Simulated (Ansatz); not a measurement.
A made-up structure of C2HSe, doublet:

C1  (-1.979, 0.427, 0.807)
C2  (-0.728, 0.257, 0.134)
Se3  (0.916, 0.164, -0.962)
H4  (1.790, -0.848, 0.021)
(Å)

It is relaxed with PBE-D4/def2-SVP and then PBE0-D4/def2-TZVP (Ansatz 0.2.0). Atoms count as bonded within 1.22 times the sum of their covalent radii (H–H: 0.88 Å). The end point is not checked to be a true minimum.

(1) Does its bonding change? (Judge from chemistry; the calculation decides.)

## Answers

(1) The calculation gives: No: no bond forms or breaks.

Where it ends: The first stage lowers the energy by 0.99 eV in 16 steps. It ends as C₂HSe ([C][C][SeH]):
C1  (-1.768, 0.380, 0.719)
C2  (-0.649, 0.229, 0.120)
Se3  (0.822, 0.156, -0.853)
H4  (1.595, -0.765, 0.014)
(Å)

Labels in which every atom is bracketed show which atoms are joined, not bond orders.

For scale, one of the runs: PBE0-D4/def2-TZVP relaxation, 116 basis functions, launched by `ansatz run in.yaml --threads 2 --pin off --events-out ev --progress --plain --max-ram 4352MiB`. Hardware: 2 CPU threads of an Arm Neoverse V1, shared host. Wall time about 37 s.
